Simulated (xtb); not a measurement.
aziridine (C2H5N), singlet, from a rough starting geometry; xtb with GFN2-xTB.

xtb was given this input:
```
$ xtb mol.xyz --gfn 2 --opt vtight --json

# file mol.xyz
8

C     -0.08741398    -0.19532684     0.72815378
N     -0.09502985     1.02869867     0.02116358
C     -0.09683312    -0.19261615    -0.76282342
H      0.84662328     1.48006514     0.00783468
H     -0.99545101    -0.37902278     1.27235466
H     -1.02717939    -0.39624423    -1.29078607
H      0.80596753    -0.54440093     1.26193362
H      0.76796921    -0.58381716    -1.25663190
```

The log (banner, timings and long lists left out):

```
   ID    Z sym.   atoms
    1    6 C      1, 3
    2    7 N      2
    3    1 H      4-8

           -------------------------------------------------
          |                Calculation Setup                |
           -------------------------------------------------

           -------------------------------------------------
          |                 G F N 2 - x T B                 |
           -------------------------------------------------

          ...................................................
          :                      SETUP                      :
          :.................................................:
          :  # basis functions                  17          :
          :  # atomic orbitals                  17          :
          :  # shells                           11          :
          :  # electrons                        18          :
          :  max. iterations                   250          :
          :  Hamiltonian                  GFN2-xTB          :
          :  restarted?                      false          :
          :  GBSA solvation                  false          :
          :  PC potential                    false          :
          :  electronic temp.          300.0000000     K    :
          :  accuracy                    1.0000000          :
          :  -> integral cutoff          0.2500000E+02      :
          :  -> integral neglect         0.1000000E-07      :
          :  -> SCF convergence          0.1000000E-05 Eh   :
          :  -> wf. convergence          0.1000000E-03 e    :
          :  Broyden damping             0.4000000          :
          :  net charge                          0          :
          :  unpaired electrons                  0          :
          ...................................................

 iter      E             dE          RMSdq      gap      omega  full diag
   1     -9.8231624 -0.982316E+01  0.316E+00    8.49       0.0  T
   2     -9.8326884 -0.952605E-02  0.192E+00    8.57       1.0  T
   3     -9.8332262 -0.537749E-03  0.583E-01    8.51       1.0  T
   4     -9.8333143 -0.881013E-04  0.101E-01    8.49       1.0  T
   5     -9.8333328 -0.185101E-04  0.506E-02    8.48       1.0  T
   6     -9.8333341 -0.128429E-05  0.694E-03    8.47       5.1  T
   7     -9.8333341 -0.845594E-07  0.310E-03    8.47      11.4  T
   8     -9.8333341 -0.382008E-08  0.658E-04    8.47      53.7  T
   9     -9.8333342 -0.491182E-09  0.198E-04    8.47     178.2  T

   *** convergence criteria satisfied after 9 iterations ***

         :::::::::::::::::::::::::::::::::::::::::::::::::::::
         ::                     SUMMARY                     ::
         :::::::::::::::::::::::::::::::::::::::::::::::::::::
         :: total energy              -9.704688563741 Eh    ::
         :: gradient norm              0.053897079716 Eh/a0 ::
         :: HOMO-LUMO gap              8.473594903239 eV    ::
         ::.................................................::
         :: SCC energy                -9.833333855437 Eh    ::
         :: -> isotropic ES            0.007466292686 Eh    ::
         :: -> anisotropic ES          0.002884921836 Eh    ::
         :: -> anisotropic XC          0.011194082725 Eh    ::
         :: -> dispersion             -0.002575433900 Eh    ::
         :: repulsion energy           0.128645291696 Eh    ::
         :: add. restraining           0.000000000000 Eh    ::
         :: total charge               0.000000000000 e     ::
         :::::::::::::::::::::::::::::::::::::::::::::::::::::

      -----------------------------------------------------------
     |                   =====================                   |
     |                        A N C O P T                        |
     |                   =====================                   |
     |               Approximate Normal Coordinate               |
     |                Rational Function Optimizer                |
      -----------------------------------------------------------
      -----------------------------------------------------------
     |                   =====================                   |
     |                        A N C O P T                        |
     |                   =====================                   |
     |               Approximate Normal Coordinate               |
     |                Rational Function Optimizer                |
      -----------------------------------------------------------

          ...................................................
          :                      SETUP                      :
          :.................................................:
          :   optimization level         verytight          :
          :   max. optcycles                   200          :
          :   ANC micro-cycles                  20          :
          :   degrees of freedom                18          :
          :.................................................:
          :   RF solver                   davidson          :
          :   write xtbopt.log                true          :
          :   linear?                        false          :
          :   energy convergence         0.1000000E-06 Eh   :
          :   grad. convergence          0.2000000E-03 Eh/α :
          :   maxmium RF displ.          1.0000000          :
          :   Hlow (freq-cutoff)         0.1000000E-01      :
          :   Hmax (freq-cutoff)         5.0000000          :
          :   S6 in model hess.         20.0000000          :
          ...................................................

generating ANC from exact Hessian ...
Using Lindh-Hessian (1995)
 Shifting diagonal of input Hessian by    0.0000000000000000
 Lowest  eigenvalues of input Hessian
    0.000000    0.000000    0.000000    0.000000    0.000000    0.000000
    0.042868    0.045082    0.050168    0.058541    0.087053    0.146175
    0.183305    0.194243    0.238038    0.255581    0.390276    0.477488
[...]
 * total energy  :    -9.7046886 Eh     change       -0.2674660E-10 Eh
 * total energy  :    -9.7070830 Eh     change       -0.2394399E-02 Eh
 * total energy  :    -9.7073242 Eh     change       -0.2412529E-03 Eh
 * total energy  :    -9.7073381 Eh     change       -0.1383843E-04 Eh
 * total energy  :    -9.7073407 Eh     change       -0.2608247E-05 Eh
 * total energy  :    -9.7073414 Eh     change       -0.6956524E-06 Eh
 * total energy  :    -9.7073414 Eh     change       -0.1109089E-07 Eh
   *** GEOMETRY OPTIMIZATION CONVERGED AFTER 7 ITERATIONS ***
[...]
          :  -> SCF convergence          0.1000000E-05 Eh   :
          :  -> wf. convergence          0.1000000E-03 e    :
          :  Broyden damping             0.4000000          :
          :  net charge                          0          :
          :  unpaired electrons                  0          :
          ...................................................

 iter      E             dE          RMSdq      gap      omega  full diag
   1     -9.8389373 -0.983894E+01  0.145E-05    8.42       0.0  T
   2     -9.8389373 -0.181188E-12  0.724E-06    8.42    4881.6  T
   3     -9.8389373 -0.124345E-13  0.266E-06    8.42   13301.0  T

   *** convergence criteria satisfied after 3 iterations ***

         :::::::::::::::::::::::::::::::::::::::::::::::::::::
         ::                     SUMMARY                     ::
         :::::::::::::::::::::::::::::::::::::::::::::::::::::
         :: total energy              -9.707341368917 Eh    ::
         :: gradient norm              0.000031740827 Eh/a0 ::
         :: HOMO-LUMO gap              8.415263836951 eV    ::
         ::.................................................::
         :: SCC energy                -9.838937020284 Eh    ::
         :: -> isotropic ES            0.008235955219 Eh    ::
         :: -> anisotropic ES          0.002670893924 Eh    ::
         :: -> anisotropic XC          0.011292383722 Eh    ::
         :: -> dispersion             -0.002569545738 Eh    ::
         :: repulsion energy           0.131595651367 Eh    ::
         :: add. restraining           0.000000000000 Eh    ::
         :: total charge              -0.000000000000 e     ::
         :::::::::::::::::::::::::::::::::::::::::::::::::::::

           -------------------------------------------------
          |                Property Printout                |
           -------------------------------------------------

    * Orbital Energies and Occupations

         #    Occupation            Energy/Eh            Energy/eV
      -------------------------------------------------------------
         1        2.0000           -0.6680111             -18.1775
         2        2.0000           -0.5831425             -15.8681
         3        2.0000           -0.5759090             -15.6713
         4        2.0000           -0.5467335             -14.8774
         5        2.0000           -0.5092468             -13.8573
         6        2.0000           -0.4656330             -12.6705
         7        2.0000           -0.4579262             -12.4608
         8        2.0000           -0.4440502             -12.0832
         9        2.0000           -0.3772632             -10.2659 (HOMO)
        10                         -0.0680080              -1.8506 (LUMO)
        11                          0.0651548               1.7730
        12                          0.1171150               3.1869
        13                          0.1179931               3.2108
        14                          0.1814915               4.9386
        15                          0.2775258               7.5519
        16                          0.3094668               8.4210
        17                          0.3398064               9.2466
      -------------------------------------------------------------
                  HL-Gap            0.3092553 Eh            8.4153 eV
             Fermi-level           -0.2226356 Eh           -6.0582 eV

     #   Z          covCN         q      C6AA      α(0)
     1   6 C        3.737     0.007    20.550     6.469
     2   7 N        2.675    -0.270    26.987     7.715
     3   6 C        3.737     0.007    20.550     6.469
     4   1 H        0.860     0.133     1.526     1.935
     5   1 H        0.925     0.043     2.411     2.428
     6   1 H        0.925     0.043     2.411     2.428
     7   1 H        0.925     0.019     2.743     2.590
     8   1 H        0.925     0.019     2.743     2.590

 Mol. C6AA /au·bohr⁶  :        478.789142
 Mol. C8AA /au·bohr⁸  :       9927.247175
 Mol. α(0) /au        :         32.625008

Wiberg/Mayer (AO) data.
largest (>0.10) Wiberg bond orders for each atom

 ---------------------------------------------------------------------------
     #   Z sym  total        # sym  WBO       # sym  WBO       # sym  WBO
 ---------------------------------------------------------------------------
     1   6 C    3.936 --     3 C    0.991     2 N    0.987     7 H    0.978
                             5 H    0.977
     2   7 N    2.974 --     1 C    0.987     3 C    0.987     4 H    0.964
     3   6 C    3.936 --     1 C    0.991     2 N    0.987     8 H    0.978
                             6 H    0.977
     4   1 H    0.982 --     2 N    0.964
     5   1 H    0.998 --     1 C    0.977
     6   1 H    0.998 --     3 C    0.977
     7   1 H    1.000 --     1 C    0.978
     8   1 H    1.000 --     3 C    0.978
 ---------------------------------------------------------------------------

Topologies differ in total number of bonds
Writing topology from bond orders to xtbtopo.mol

molecular dipole:
                 x           y           z       tot (Debye)
 q only:        0.133      -0.263      -0.000
   full:        0.505      -0.402      -0.002       1.641
molecular quadrupole (traceless):
                xx          xy          yy          xz          yz          zz
 q only:        0.319       1.082      -0.625      -0.003      -0.003       0.306
  q+dip:        2.374       2.106      -2.607      -0.018      -0.004       0.233
   full:        1.655       2.305      -2.147      -0.013      -0.006       0.492

optimized geometry written to: xtbopt.xyz

           -------------------------------------------------
          | TOTAL ENERGY               -9.707341368917 Eh   |
          | GRADIENT NORM               0.000031740827 Eh/α |
          | HOMO-LUMO GAP               8.415263836951 eV   |
           -------------------------------------------------

normal termination of xtb
```
